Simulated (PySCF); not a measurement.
C5H10, SMILES C1CC(C1)C.

The structure is a stationary point at B3LYP-D3(BJ)/def2-SVP.

Method: PBE/def2-TZVP (PySCF).

Isolated molecule, no solvent.

Estimate the frontier levels, gap, dipole moment and polarisability. (Estimate from the structure and the level; the computed values follow.)


The highest occupied level is -6.97 eV, the lowest empty level is 0.49 eV and the orbital gap is 7.46 eV. The dipole moment is 0.12 D and the quadrupole, principal values (traceless, Buckingham form, about the centre of nuclear charge) is -1.07, -0.53, 1.60 D·Å. The mean static polarisability comes out as 61.5 bohr³ (9.11 Å³). The polarisability, principal values is 55.1, 61.1, 68.2 bohr³.
